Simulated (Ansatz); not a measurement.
Consider the formal hydrolysis of a Ga–F bond: `[BH2][GaH][F]` + H₂O → `[BH2][GaH][OH]` + H–F.

Calculated with Ansatz (gas phase, PBE0-D4/def2-TZVP geometries, no zero-point term in ΔE). CCSD(T)/CBS is the MP2 limit (def2-TZVPP, def2-QZVPP) plus CCSD(T) − MP2 in def2-TZVPP, frozen cores. This one scheme is used for every species. Functionals use def2-TZVPP. B3LYP here is the variant with VWN-RPA as its local correlation; programs differ in this. HSE06 is defined as in plane-wave codes. For Ga outer-core shells are correlated without core-valence functions, which leaves a few kJ/mol of doubt a bond. Scalar relativity is left out up to krypton. One conformer a species, not always the lowest.

`[BH2][GaH][F]`:

```xyz
6

B     0.737    0.789   -0.354
Ga   -0.503   -0.767    0.249
F    -2.042   -0.204    0.920
H     1.526    1.285    0.394
H     0.693    1.228   -1.465
H    -0.411   -2.330    0.256
```

H₂O:

Cartesian coordinates in Å:
```
O -0.089 0.376 0.050
H 0.460 -0.008 -0.637
H -0.371 -0.367 0.587
```

`[BH2][GaH][OH]`:

Z-matrix (Å, degrees):
```
B
Ga 1 2.082
H 1 1.197 2 121.9
H 1 1.197 2 121.9 3 -179.6
O 2 1.799 1 119.8 3 -90.1
H 2 1.566 1 129.7 3 89.9
H 5 0.959 2 114.6 1 -0.0
```

H–F:

Z-matrix (Å, degrees):
```
F
H 1 0.920
```

```json
{"level": "B3LYP-D4", "ΔE (kcal/mol)": "9.1", "difference from CCSD(T)/CBS": "1.7"}
{"level": "r2SCAN0-D4", "ΔE (kcal/mol)": "8.8", "difference from CCSD(T)/CBS": "1.4"}
{"level": "B2PLYP", "ΔE (kcal/mol)": "8.8", "difference from CCSD(T)/CBS": "1.4"}
{"level": "PBE-QIDH", "ΔE (kcal/mol)": "8.1", "difference from CCSD(T)/CBS": "0.7"}
{"level": "PBE", "ΔE (kcal/mol)": "8.4", "difference from CCSD(T)/CBS": "1.0"}
{"level": "r2SCAN", "ΔE (kcal/mol)": "8.8", "difference from CCSD(T)/CBS": "1.4"}
{"level": "HSE06", "ΔE (kcal/mol)": "8.6", "difference from CCSD(T)/CBS": "1.2"}
{"level": "HF/def2-TZVPP", "ΔE (kcal/mol)": "11.4", "difference from CCSD(T)/CBS": "4.0"}
{"level": "HF/CBS(def2)", "ΔE (kcal/mol)": "11.8", "difference from CCSD(T)/CBS": "4.4"}
{"level": "CCSD/CBS(def2)", "ΔE (kcal/mol)": "7.9", "difference from CCSD(T)/CBS": "0.5"}
{"level": "CCSD(T)/CBS", "ΔE (kcal/mol)": "7.4", "difference from CCSD(T)/CBS": "0"}
```

Largest T1 diagnostic among the species: 0.015.

Leaving LDA and LC-ωPBE aside and taking each functional with its dispersion term where it has one, the values, not all of them listed here, spread over 1.8 kcal/mol, from revPBE-D4 to BHLYP-D4. LDA lies −1.7 kcal/mol from PBE without D4. At CCSD(T), def2-SVP lies +2.0 kcal/mol from the extrapolated value and def2-TZVPP +0.1 kcal/mol.
